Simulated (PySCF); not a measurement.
Peak assignment

Molfile (atoms numbered from 1):
```
C7H4ClFO
     RDKit          3D

 14 14  0  0  0  0  0  0  0  0999 V2000
    2.9138    1.2456   -0.2550 O   0  0  0  0  0  0  0  0  0  0  0  0
    2.3150    0.2526    0.0097 C   0  0  0  0  0  0  0  0  0  0  0  0
    3.2209   -1.1978    0.4630 Cl  0  0  0  0  0  0  0  0  0  0  0  0
    0.8564    0.0821    0.0054 C   0  0  0  0  0  0  0  0  0  0  0  0
    0.0918    1.1996   -0.3434 C   0  0  0  0  0  0  0  0  0  0  0  0
   -1.2874    1.1219   -0.3707 C   0  0  0  0  0  0  0  0  0  0  0  0
   -1.9259   -0.0655   -0.0525 C   0  0  0  0  0  0  0  0  0  0  0  0
   -1.1552   -1.1643    0.2910 C   0  0  0  0  0  0  0  0  0  0  0  0
   -1.7719   -2.3179    0.6001 F   0  0  0  0  0  0  0  0  0  0  0  0
    0.2247   -1.1169    0.3269 C   0  0  0  0  0  0  0  0  0  0  0  0
    0.6012    2.1184   -0.5893 H   0  0  0  0  0  0  0  0  0  0  0  0
   -1.8718    1.9875   -0.6403 H   0  0  0  0  0  0  0  0  0  0  0  0
   -3.0009   -0.1515   -0.0662 H   0  0  0  0  0  0  0  0  0  0  0  0
    0.7886   -1.9942    0.5991 H   0  0  0  0  0  0  0  0  0  0  0  0
  1  2  2  0
  2  3  1  0
  2  4  1  0
  4  5  2  0
  5  6  1  0
  6  7  2  0
  7  8  1  0
  8  9  1  0
  8 10  2  0
 10  4  1  0
  5 11  1  0
  6 12  1  0
  7 13  1  0
 10 14  1  0
M  END
```

PySCF 2.14 calculation with geometry from GFN2-xTB and shielding tensors at PBE0/pcSseg-1 (GIAO); non-relativistic Hamiltonian, one conformer, in vacuum.

Shifts are taken against calculated references (same method and geometry level): ¹³C, ¹H vs TMS.

Question: Assign these signals to the numbered atoms. ¹³C{¹H} NMR (computed): δ 176.1, 172.6, 138.7, 135.8, 133.0, 129.4, 127.9.

Answer: 
| δ (ppm) | atoms | environment | reason |
| --- | --- | --- | --- |
| 176.1 | C2 | carbonyl carbon | – |
| 172.6 | C8 | aromatic carbon bearing fluorine | σ withdrawal by the attached heteroatom moves it downfield of the ring CH carbons |
| 138.7 | C4 | substituted aromatic carbon | – |
| 135.8 | C6 | aromatic CH | the aromatic region |
| 133.0 | C5 | aromatic CH | – |
| 129.4 | C7 | aromatic CH | – |
| 127.9 | C10 | aromatic CH | – |

C7 and C10 lie closer than the usual error of such a calculation, so a measured spectrum could show them in the other order.

Question: Assign these signals to the numbered atoms. ¹H NMR (400 MHz, computed): δ 8.44 (m, 1H), 8.27 (d, 1H), 7.79 (m, 1H), 7.67 (m, 1H).

Answer: 
```tsv
δ (ppm)	atoms	environment	reason
8.44	H14	hydrogen on an aromatic CH	ring current plus the deshielding of an ortho carbonyl group
8.27	H11	hydrogen on an aromatic CH	–
7.79	H12	hydrogen on an aromatic CH	–
7.67	H13	hydrogen on an aromatic CH	–
```

H12 and H13 lie closer than the usual error of such a calculation, so a measured spectrum could show them in the other order.

Carbons that carry Cl, above all several Cl atoms, come out too deshielded, partly because spin–orbit coupling is missing. Splittings by ¹⁹F in the carbon and heteronuclear signals aren't shown, as no couplings were computed. Shifts are as computed. Against solution values, carbons near 30 ppm lie about +3 ppm off and those near 130 ppm about +5 ppm; carbons on Cl a further +6 ppm. Of 1211 compounds with measured shifts, 218 miss one by over three times the rms of a fit or turn the order of signals round; such compounds aren't used in these exercises. No couplings were computed; multiplicities are counted from neighbouring protons, with m where these are inequivalent, close in shift, in a saturated or five-membered ring or joined by F or P, and br s for small geminal =CH2 splittings.
